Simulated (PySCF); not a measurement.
## Telling isomers of C$_{5}$H$_{7}$NOSi$_{2}$ apart by NMR

- geometry: GFN2-xTB
- shielding tensors at PBE0/pcSseg-1 (GIAO)
- program: PySCF 2.14
- no solvent model, non-relativistic, one computed conformer, one averaged value for each set of equivalent atoms

Shifts are taken against calculated references (same method and geometry level): $^{1}$H (31.72 ppm) and $^{13}$C (186.93 ppm) against TMS. Where no couplings were computed, multiplicities follow the n + 1 count of equivalent neighbours, and m marks all less simple cases (inequivalent or close neighbours, rings, F or P nearby). Shifts are as computed. Against solution values, carbons near 30 ppm lie about +3 ppm off and those near 130 ppm about +5 ppm. Of 1309 compounds with measured shifts, 239 miss one by over three times the rms of a fit or turn the order of signals round; such compounds aren't used in these exercises. OH and NH positions are gas-phase values without hydrogen bonding to other molecules.

(1) Tabulate the signals of `N#CC1=C[Si@@H](O[SiH3])C=C1`, `C#CC#C[Si@@H](C=O)[SiH2]N`, `C#C[Si@H]1C=C(N=C)[SiH2]O1` and their relative energies.

(2) What is the quickest way to tell N#CC1=C[Si@@H](O[SiH3])C=C1 from C#C[Si@H]1C=C(N=C)[SiH2]O1?

(3) What is the quickest way to tell C#CC#C[Si@@H](C=O)[SiH2]N from C#C[Si@H]1C=C(N=C)[SiH2]O1?

(4) What is the quickest way to tell N#CC1=C[Si@@H](O[SiH3])C=C1 from C#CC#C[Si@@H](C=O)[SiH2]N?

## Answers

(1) 
```json
{"SMILES": "N#CC1=C[Si@@H](O[SiH3])C=C1", "carbon types": "2×C 3×CH", "δC": "153.7, 153.1, 137.5, 136.3, 122.5", "δH": "7.06 (d, 1H), 6.91 (d, 1H), 6.18 (m, 1H), 5.35 (m, 1H), 5.18 (s, 3H)", "E rel. (kcal/mol)": "0.0"}
{"SMILES": "C#CC#C[Si@@H](C=O)[SiH2]N", "carbon types": "3×C 2×CH", "δC": "253.3, 103.2, 80.2, 75.1, 74.2", "δH": "12.44 (d, 1H), 5.25 (m, 1H), 5.06 (m, 1H), 4.51 (m, 1H), 1.48 (s, 1H), 0.28 (br s, 2H)", "E rel. (kcal/mol)": "88.4"}
{"SMILES": "C#C[Si@H]1C=C(N=C)[SiH2]O1", "carbon types": "2×C 2×CH 1×CH2", "δC": "176.5, 144.3, 106.8, 101.5, 90.6", "δH": "7.32 (d, 1H), 7.00 (d, 1H), 5.53 (m, 1H), 5.27 (m, 1H), 5.07 (m, 1H), 4.97 (d, 1H), 1.99 (d, 1H)", "E rel. (kcal/mol)": "27.6"}
```

Energies are electronic energies at PBE0/pcSseg-1 on these geometries, without zero-point or thermal terms, each for the one conformer computed, which needn't be the lowest.

(2) Both give the same number of carbon signals, but DEPT or the intensities differ. The first has an alkene CH at 153.7 ppm, the second a C=N carbon (CH2) at 144.3 ppm. Their most deshielded carbons lie at 153.7 and 176.5 ppm.

(3) Both give the same number of carbon signals, but DEPT or the intensities differ. The first has a carbonyl carbon (CH) at 253.3 ppm, the second a fully substituted alkene carbon (C) at 176.5 ppm. In the proton spectra the most deshielded non-exchanging signals are 12.44 (d, 1H) and 7.32 (d, 1H).

(4) Both give the same number of carbon signals, but DEPT or the intensities differ. The first has an alkene CH at 153.7 ppm, the second a carbonyl carbon (CH) at 253.3 ppm. In the proton spectra the most deshielded non-exchanging signals are 7.06 (d, 1H) and 12.44 (d, 1H).
